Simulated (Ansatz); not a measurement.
`[SiH3]OB1N[SiH2]1`, relaxed with RKS PBE0-D4/def2-TZVP in Ansatz from a PBE-D4/def2-SVP geometry. The force threshold is 0.005 eV/Å; the program also tests the step.

The species carries charge 0 and has multiplicity 1.

Start:

```xyz
11

Si    1.110   -0.691    1.927
O    -0.104   -0.950    0.775
B    -0.453   -0.219   -0.315
N    -1.405   -0.275   -1.331
Si   -0.438    1.207   -1.661
H     1.978   -1.915    1.964
H     1.925    0.519    1.567
H     0.454   -0.499    3.263
H    -2.184   -0.863   -1.642
H     0.330    1.188   -2.959
H    -1.212    2.499   -1.586
```

(1) How much energy does the relaxation release, and in how many steps? (Best estimate.)

(2) Which bonds change most? (An estimate is asked.)

(3) Give the relaxed structure. (An estimate is asked.)

## Answers

(1) Computed: 6.99 kJ/mol, in 8 steps.

(2) Ansatz gave: Si1–O2 from 1.694 to 1.651 Å; N4–Si5 from 1.801 to 1.759 Å; B3–Si5 from 1.961 to 1.933 Å; Si5–H11 from 1.508 to 1.488 Å.

(3) Computed: 
```xyz
11

Si    1.094   -0.693    1.911
O    -0.080   -0.908    0.770
B    -0.426   -0.185   -0.312
N    -1.380   -0.263   -1.315
Si   -0.458    1.192   -1.668
H     1.938   -1.911    1.938
H     1.922    0.496    1.585
H     0.439   -0.512    3.228
H    -2.140   -0.862   -1.599
H     0.309    1.176   -2.944
H    -1.217    2.470   -1.593
```
